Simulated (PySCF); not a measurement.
Computed shifts of a molecule C5H10O, PBE0/pcSseg-1 in PySCF, GIAO, gas phase, equivalent atoms averaged, in ppm (number of nuclei): ¹³C: 70.4 (1), 56.4 (1), 19.4 (1), 9.8 (1), 8.4 (1). ¹H: 3.59 (2), 3.27 (1), 1.45 (3), 1.01 (1), 0.85 (1), 0.71 (1), 0.57 (1). References: ¹³C against TMS (σ = 186.3 ppm); ¹⁷O against H2O (σ = 334.2 ppm); ¹H against TMS (σ = 31.56 ppm), references at their B3LYP-D3(BJ)/def2-TZVP geometries, non-relativistic. Geometry: r2SCAN-D4/def2-SVP. Other conformers were not sampled.

**Question.** Which molecule gave these data?
A. C=C(C)OCC
B. CCOC1CC1
C. CC1(C)C[C@H]1O
D. CC1(C)COC1

**Answer.** B, CCOC1CC1
